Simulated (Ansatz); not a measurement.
The first iterations of a band of BF2H + BrH (6 atoms, charge 0, multiplicity 1).

Computed with RKS PBE/def2-SVPD in Ansatz.

```
movable images  : 9
climbing image  : yes
spring          : 5.0 eV/Å²
optimiser       : quadratic models (default)
start path      : through a guess of the saddle point
force threshold : 0.05 eV/Å
iteration limit : 60
end points      : relaxed
```

Initial state:

```xyz
6
Properties=species:S:1:pos:R:3
B -0.012 0.480 -0.174
H -0.019 0.865 0.968
F 1.129 0.325 -0.842
F -1.149 0.253 -0.831
Br 0.092 -2.700 1.077
H 0.095 -2.309 2.460
```

Final state:

```xyz
6
Properties=species:S:1:pos:R:3
B 0.020 -0.638 -0.528
H 0.007 0.389 2.288
F 1.143 0.068 -0.586
F -1.145 -0.001 -0.570
Br 0.079 -2.547 -0.412
H 0.032 -0.357 2.466
```

| iteration | highest image above the first end (eV) | largest band force component (eV/Å) |
| --- | --- | --- |
| 1 | 2.082 | 5.488 |
| 2 | 1.214 | 2.945 |
| 3 | 0.911 | 3.204 |
| 4 | 0.881 | 2.119 |
| 5 | 0.845 | 0.904 |
| 6 | 0.839 | 9.083 |
| 7 | 0.822 | 3.219 |
| 8 | 0.786 | 1.277 |
| 9 | 0.817 | 3.468 |
| 10 | 0.787 | 2.072 |
| 11 | 0.763 | 0.816 |
| 12 | 0.813 | 9.420 |
| 13 | 0.799 | 1.807 |

Q: Does the band converge within its limit, and where does its top end?

A: The run converged. It ended after 40 iterations with the highest image 0.823 eV above the first end. A vibrational analysis at the climbing image gives one clearly imaginary mode, 730i cm⁻¹: a first-order saddle point. The orbitals stay closed-shell, which can raise the energy where a bond breaks towards radicals; this wasn't checked here.

The run took 5.8 min on 4 threads of AMD EPYC 7B13 (Zen 3), with other jobs on the host, peak memory 0.2 GiB.
